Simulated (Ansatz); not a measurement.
**A ladder of methods for InF (SMILES [F][In])**

The species is InF (2 atoms), meant as a singlet with charge 0. As SMILES, `[F][In]`. The coordinates come from a PBE0-D4/def2-TZVP relaxation.

```csv
atom,x (Å),y (Å),z (Å)
F,0.0000,0.0000,0.0159
In,0.0000,0.0000,2.0096
```

Quantity: the vertical energy of the triplet above the singlet, in eV. The values are calculated.

```json
{"level": "SVWN5/STO-3G", "kind": "LDA", "program": "Ansatz", "value (eV)": "3.07", "less FCI/STO-3G": "+0.21", "CPU time (all runs)": "4.7 s"}
{"level": "BLYP/STO-3G", "kind": "GGA", "program": "Ansatz", "value (eV)": "3.04", "less FCI/STO-3G": "+0.18", "CPU time (all runs)": "8.5 s"}
{"level": "BHLYP/STO-3G", "kind": "global hybrid", "program": "Ansatz", "value (eV)": "3.01", "less FCI/STO-3G": "+0.15", "CPU time (all runs)": "3.3 s"}
{"level": "wB97M-V/STO-3G", "kind": "range-separated hybrid", "program": "Ansatz", "value (eV)": "3.26", "less FCI/STO-3G": "+0.40", "CPU time (all runs)": "35 s"}
{"level": "B2PLYP/STO-3G", "kind": "double hybrid", "program": "Ansatz", "value (eV)": "3.12", "less FCI/STO-3G": "+0.26", "CPU time (all runs)": "3.9 s"}
{"level": "RPA@PBE/STO-3G", "kind": "RPA", "program": "Ansatz", "value (eV)": "3.09", "less FCI/STO-3G": "+0.23", "CPU time (all runs)": "12 s"}
{"level": "CCSD/STO-3G", "kind": "coupled cluster or CI", "program": "Ansatz", "value (eV)": "2.75", "less FCI/STO-3G": "-0.11", "CPU time (all runs)": "2.4 s"}
{"level": "CCSDTQ/STO-3G", "kind": "coupled cluster or CI", "program": "Ansatz", "value (eV)": "2.86", "less FCI/STO-3G": "0.00", "CPU time (all runs)": "1.7 min"}
{"level": "FCI/STO-3G", "kind": "exact in the basis", "program": "Ansatz", "value (eV)": "2.86", "less FCI/STO-3G": "0.00", "CPU time (all runs)": "3.1 s"}
```

FCI/STO-3G is exact within its basis and frozen core, so for wave-function methods in that basis the difference is their error; functionals converge differently with the basis, so for them it is only a difference. All-electron rows without a relativistic Hamiltonian named are non-relativistic. Spin-orbit coupling, which can split open shells on such heavy atoms by tenths of an eV, is left out. The values span 2.75 to 3.26 eV. All rows use very small basis sets, so even the best lies far from the true value. In the correlated wave-function rows the outer d shell of In is correlated, in sets not made for it. Times are those of the runs behind each value, whatever else they computed, on shared processors of several kinds: orders of magnitude only.
